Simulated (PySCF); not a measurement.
**Two-component Hartree-Fock for Er(66+) (erbium, charge +66)**

Start: 1s2. Calculated with PySCF 2.14 in an uncontracted even-tempered set (16 s from 22 bohr⁻², ratio 2.6; 13 p from 29 bohr⁻², ratio 2.6; 6 d from 29 bohr⁻², ratio 2.8; 3 f from 1200 bohr⁻², ratio 2.8): generalised Hartree-Fock with the X2C-1e Hamiltonian and a Gaussian nucleus; spin-orbit coupling (SO) screened by Boettger's factors.

```tsv
spinor shell	electrons	ε, screened SO (eV)	weight of nominal j (screened SO)	rms radius, screened SO (bohr)
1s1/2	2	-66000.0	1.000	0.0230
```

```json
{"quantity": "E (hartree)", "screened SO": "-4899.91284"}
{"quantity": "M_J", "screened SO": "0"}
{"quantity": "⟨J²⟩", "screened SO": "0.000"}
{"quantity": "⟨L²⟩", "screened SO": "0.000"}
{"quantity": "⟨S²⟩", "screened SO": "0.000"}
```

Breit and QED terms are absent; they matter most for the inner s and p1/2 levels.

Densities and radii are taken from the X2C orbitals without a picture-change correction, which distorts them close to the nucleus.
